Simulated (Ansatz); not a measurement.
Consider the formal exchange of groups at a C–O bond: `C[O][Zr]([CH3])([NH2])[OH]` + `FCS[SiH3]` → `CC(F)S[SiH3]` + `[CH3][Zr]([NH2])([OH])[OH]`.

Isolated molecules relaxed with PBE0-D4/def2-TZVP in Ansatz; ΔE leaves out vibrations. CCSD(T)/CBS adds triple-zeta CCSD(T) − MP2 to the extrapolated MP2 energy (def2 sets, frozen cores). DFT in def2-TZVPP. B3LYP here is the variant with VWN-RPA as its local correlation; programs differ in this. def2 core potentials past Kr. For Zr outer-core shells are correlated without core-valence functions, which leaves a few kJ/mol of doubt a bond. One conformer a species, not always the lowest.

`C[O][Zr]([CH3])([NH2])[OH]`:

Cartesian coordinates in Å:
```
C 1.361 -1.277 1.984
O 0.591 -0.571 1.070
Zr -0.404 0.565 -0.112
C 0.457 0.144 -2.140
N -2.349 -0.045 -0.189
O -0.309 2.480 0.117
H 0.755 -1.586 2.843
H 1.779 -2.176 1.518
H 2.191 -0.665 2.352
H 0.389 -0.920 -2.393
H -0.066 0.703 -2.923
H 1.516 0.426 -2.183
H -2.689 -0.974 0.019
H -3.143 0.548 -0.389
H -0.079 3.350 0.427
```

`FCS[SiH3]`:

Z-matrix (Å, degrees):
```
C
S 1 1.802
F 1 1.373 2 112.7
H 1 1.092 2 106.5 3 118.9
H 1 1.092 2 110.6 3 -121.1
Si 2 2.139 1 99.5 3 71.8
H 6 1.483 2 112.5 1 -73.7
H 6 1.487 2 108.8 1 47.4
H 6 1.483 2 105.6 1 166.5
```

`CC(F)S[SiH3]`:

Z-matrix (Å, degrees):
```
C
C 1 1.504
H 1 1.090 2 110.0
H 1 1.091 2 111.0 3 -120.2
H 1 1.093 2 109.5 3 119.7
F 2 1.381 1 109.1 3 -176.6
S 2 1.823 1 114.5 3 59.1
H 2 1.094 1 111.3 3 -58.5
Si 7 2.137 2 101.9 1 72.0
H 9 1.486 7 112.3 2 -56.9
H 9 1.483 7 103.4 2 -175.1
H 9 1.482 7 112.1 2 66.3
```

`[CH3][Zr]([NH2])([OH])[OH]`:

Z-matrix (Å, degrees):
```
C
Zr 1 2.240
H 1 1.096 2 111.4
H 1 1.096 2 111.5 3 120.2
H 1 1.097 2 111.0 3 -119.9
N 2 2.037 1 105.6 3 -59.9
O 2 1.927 1 105.2 3 56.3
O 2 1.926 1 105.1 3 -176.1
H 6 1.011 2 125.7 1 92.2
H 6 1.011 2 125.7 1 -91.8
H 7 0.952 2 165.6 1 113.1
H 8 0.952 2 165.9 1 -112.8
```

(1) Is it downhill or uphill in electronic energy at CCSD(T)/CBS, and by how much? (Best estimate.)

(2) What do these levels give: r2SCAN-D4, PBE0-D4, ωB97X-V, ωB97M-V, B2PLYP, r2SCAN, B3LYP, SCS-MP2/def2-TZVPP, HF/def2-QZVPP, MP2/def2-QZVPP, SCS-MP2/def2-QZVPP, CCSD/CBS(def2)? (Best estimate.)

Largest T1 diagnostic among the species: 0.016.

Answers

(1) The calculation gave: Downhill: ΔE = -15.6 kcal/mol.

(2) Computed: r2SCAN-D4 -14.8, PBE0-D4 -14.5, ωB97X-V -14.5, ωB97M-V -15.3, B2PLYP -13.3, r2SCAN -14.7, B3LYP -12.1, SCS-MP2/def2-TZVPP -14.1, HF/def2-QZVPP -11.5, MP2/def2-QZVPP -16.2, SCS-MP2/def2-QZVPP -14.8, CCSD/CBS(def2) -15.4 kcal/mol.

The D4 term adds −1.2 kcal/mol with B3LYP and −0.6 kcal/mol with PBE0; it sums over pairs of atoms, weighted by their polarisabilities, and B3LYP, whose exchange is more repulsive, gets the larger term. In def2-TZVPP, CCSD(T) changes the Hartree–Fock value by −2.7 kcal/mol (the triples alone add −0.2 kcal/mol) and MP2 by −3.9 kcal/mol.
